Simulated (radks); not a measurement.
Q: Valence configurations of In (all share [Kr]). Method: scalar-relativistic Kohn-Sham, LDA (Slater exchange, Perdew-Wang correlation), spin-polarised, spherical densities, finite nucleus; open shells are filled with parallel spins first (spin-orbit coupling, left out, can overturn this in heavy ions); Fermi nuclear charge, rms radius 4.6156 fm; computed with a radial shooting solver on a logarithmic mesh with Libxc functionals. Order these by energy: 4d9 5s1 5p3; 4d8 5s2 5p3; 4d9.5 5s2 5p1.5; 4d9 5p4; 4d8 5s1 5p4; 4d9 5s2 5p2; 4d10 5s2 5p1; 4d10 5p3; 4d10 5s1 5p2; 4d10 5s1.5 5p1.5.

A: From the lowest, in eV above it: 4d10 5s2 5p1 0.000; 4d10 5s1.5 5p1.5 2.544; 4d10 5s1 5p2 4.856; 4d9.5 5s2 5p1.5 8.325; 4d10 5p3 11.083; 4d9 5s2 5p2 17.561; 4d9 5s1 5p3 22.554; 4d9 5p4 31.347; 4d8 5s2 5p3 38.734; 4d8 5s1 5p4 46.080. NIST lists [Kr] 4d10 5s2 5p1 as the ground configuration; this level of theory agrees among the configurations tried. The energies are those of spherical high-spin densities, not of single terms.
